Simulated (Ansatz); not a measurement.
C2BFLi: structure from calculated spectroscopic constants

These gas-phase data were calculated for one isomer of C2BFLi at r2SCAN-D4/def2-SVP (harmonic, unscaled wavenumbers; equilibrium rotational constants with average atomic masses):

| Item | Value |
| --- | --- |
| rotational constants | 13.54, 4.685, 3.481 GHz |
| all wavenumbers above 1500 cm⁻¹ | 1664 |

Candidates:

(1) `[Li][C]1=[C]B1F`, a doublet
(2) `[Li][C]#C[B]F`, a doublet

Problem. Which candidate do the data belong to?

Solution. Candidate (1). No mode falls between 2050 and 2400 cm⁻¹, where the C≡C stretch of (2) would stand.

The same quantities for all candidates:

```tsv
	rotational constants (GHz)	wavenumbers above 1500 cm⁻¹	E above the lowest, r2SCAN-D4/def2-SVP (kcal/mol)
(1)	13.54, 4.685, 3.481	1664	0.9
(2)	109.1, 2.318, 2.27	2064	0.0
```

Harmonic stretches to hydrogen usually lie a few per cent above observed fundamentals. Open shells are spin-unrestricted. Programs: Ansatz 0.2.0.
